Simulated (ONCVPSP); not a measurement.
**Bi (Z = 83): one change to an ONCV potential, before and after**

Bi (Z = 83), optimised norm-conserving Vanderbilt (ONCV), made with ONCVPSP 4.0.1 (PBE, scalar-relativistic). Core [Xe] 4f14 5d10, reference 6s2 6p3. Waves: 6s: rc 2.00 bohr, ncon 3, nbas 6, qcut 3.3 1/bohr, local; 6p: rc 2.20 bohr, ncon 5, nbas 8, qcut 3.7 1/bohr, 2 projectors, debl 2.8 Ha. Local part: the s channel. Core correction: Teter function, fcfact 3, rcfact 1.25.

Change: p: qcut 5.4.

Cutoffs: the cutoffs (Ha) at which the residual kinetic energy of the hardest occupied pseudo-wave falls to 1 and 0.1 mHa per electron; they do not see the model core or the augmentation charge, which bear on the density cutoff. Errors are all-electron minus pseudo energies relative to the spin-unpolarised reference configuration.

**Question.** What does the change do?

**Answer.** The potential gets softer (12 Ha and 32 Ha → 12 Ha and 24 Ha); a bound ghost appears in p, which as a rule spoils a file; of the 4 tests that both files solve, the error grows in 1 and shrinks in 0 by more than 15 % and 0.3 meV (median size 17.3 → 19.6 meV).

```tsv
quantity	base	changed
cutoff, loose	12 Ha	12 Ha
cutoff, tight	32 Ha	24 Ha
loose cutoff by channel	s 12 Ha, p 5.7 Ha	s 12 Ha, p 9.6 Ha
bound ghosts	none	p
GHOST(+) flags under 300 eV	none	none
error for 6s2 6p2, meV [ΔE 7.91 eV]	-5.3	-6.3
error for 6s2 6p1, meV [ΔE 23.16 eV]	-29	-33
error for 6s2 6p0, meV [ΔE 46.50 eV]	-76	-80
error for 6s2 6p2.5, meV [ΔE 3.10 eV]	-1.5	-1.7
s: phases at 2.03 bohr within 0.05 rad from the reference energy up to (Ha; the scan ends near 5)	1.6	1.6
p: phases at 2.24 bohr within 0.05 rad from the reference energy up to (Ha; the scan ends near 5)	3.9	4.2
rms error of d²Exc/dni dnj with the model core, mHa	3.37	3.37
```

Base: The cutoffs count occupied waves only; projector 2 of the p channel, the hardest unoccupied one, needs 49 Ha at the loose tolerance. A true bound ghost makes a file unfit for plane-wave use even where its test errors are small: the radial tests pick states by their node count and pass the ghost by.
